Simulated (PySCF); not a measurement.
Ag$_{2}$, singlet, at a GFN2-xTB geometry (such geometries of metal compounds can be far from the true shape) (core potentials on Ag); PySCF with HF/def2-SVP.

Input for PySCF:
```python
from pyscf import gto, scf

mol = gto.Mole()
mol.atom = '''
    Ag   -0.000000   -0.000000   -1.296451
    Ag    0.000000    0.000000    1.296451
'''
mol.basis = 'def2-svp'
mol.ecp = {'Ag': 'def2-svp'}
mol.charge = 0
mol.spin = 0
mol.verbose = 4
mol.build()

mf = scf.RHF(mol)
mf.kernel()
```

What the program printed (banner, timings and long lists left out):

```
PySCF version 2.14.0

[INPUT] verbose = 4
[INPUT] num. atoms = 2
[INPUT] num. electrons = 38
[INPUT] charge = 0
[INPUT] spin (= nelec alpha-beta = 2S) = 0
[INPUT] symmetry False subgroup None
[INPUT] Mole.unit = angstrom
[INPUT] Symbol           X                Y                Z      unit          X                Y                Z       unit  Magmom
[INPUT]  1 Ag     0.000000000000   0.000000000000  -1.296451000000 AA    0.000000000000   0.000000000000  -2.449937323918 Bohr   0.0
[INPUT]  2 Ag     0.000000000000   0.000000000000   1.296451000000 AA    0.000000000000   0.000000000000   2.449937323918 Bohr   0.0

nuclear repulsion = 73.6753541561231
number of shells = 22
number of NR pGTOs = 114
number of NR cGTOs = 62
basis = def2-svp
ecp = {'Ag': 'def2-svp'}

******** <class 'pyscf.scf.hf.RHF'> ********
method = RHF
initial guess = minao
damping factor = 0
level_shift factor = 0
DIIS = <class 'pyscf.scf.diis.CDIIS'>
diis_start_cycle = 1
diis_space = 8
diis_damp = 0
SCF conv_tol = 1e-09
SCF conv_tol_grad = None
SCF max_cycles = 50
direct_scf = True
direct_scf_tol = 1e-13
Set gradient conv threshold to 3.16228e-05
Initial guess from minao.
init E= -265.906751301893
  HOMO = -1.0959019877525  LUMO = -0.809809130673437  gap/eV = 7.78498
cycle= 1 E= -291.409478138131  delta_E= -25.5  |g|= 1.84  |ddm|= 4.32
  HOMO = -0.0891177346156473  LUMO = 0.0443624631866575  gap/eV = 3.63218
cycle= 2 E= -291.84033131932  delta_E= -0.431  |g|= 1.37  |ddm|= 3.73
  HOMO = -0.222344589317225  LUMO = 0.00982866662494608  gap/eV = 6.31776
cycle= 3 E= -292.180510726276  delta_E= -0.34  |g|= 0.0497  |ddm|= 1.48
  HOMO = -0.228034647976556  LUMO = 0.0101234582546166  gap/eV = 6.48061
cycle= 4 E= -292.18189452509  delta_E= -0.00138  |g|= 0.0134  |ddm|= 0.178
  HOMO = -0.229027588601824  LUMO = 0.00807953603628064  gap/eV = 6.45201
cycle= 5 E= -292.18204496615  delta_E= -0.00015  |g|= 0.0055  |ddm|= 0.0605
  HOMO = -0.229358751795876  LUMO = 0.00751708162302478  gap/eV = 6.44572
cycle= 6 E= -292.18206259585  delta_E= -1.76e-05  |g|= 0.00114  |ddm|= 0.0206
  HOMO = -0.229319845279286  LUMO = 0.00730182826494552  gap/eV = 6.43880
cycle= 7 E= -292.182064337172  delta_E= -1.74e-06  |g|= 0.000274  |ddm|= 0.00613
  HOMO = -0.229323905625339  LUMO = 0.00725512767259762  gap/eV = 6.43764
cycle= 8 E= -292.182064447392  delta_E= -1.1e-07  |g|= 5.89e-05  |ddm|= 0.00134
  HOMO = -0.229331038817618  LUMO = 0.00724704923631148  gap/eV = 6.43762
cycle= 9 E= -292.182064450317  delta_E= -2.93e-09  |g|= 7.39e-06  |ddm|= 0.00025
  HOMO = -0.229329740358706  LUMO = 0.00724783206826007  gap/eV = 6.43760
cycle= 10 E= -292.182064450357  delta_E= -4.01e-11  |g|= 1.49e-06  |ddm|= 3.07e-05
  HOMO = -0.229329682885996  LUMO = 0.00724785028337749  gap/eV = 6.43760
Extra cycle  E= -292.182064450359  delta_E= -1.76e-12  |g|= 6.12e-07  |ddm|= 3.98e-06
converged SCF energy = -292.182064450359
```
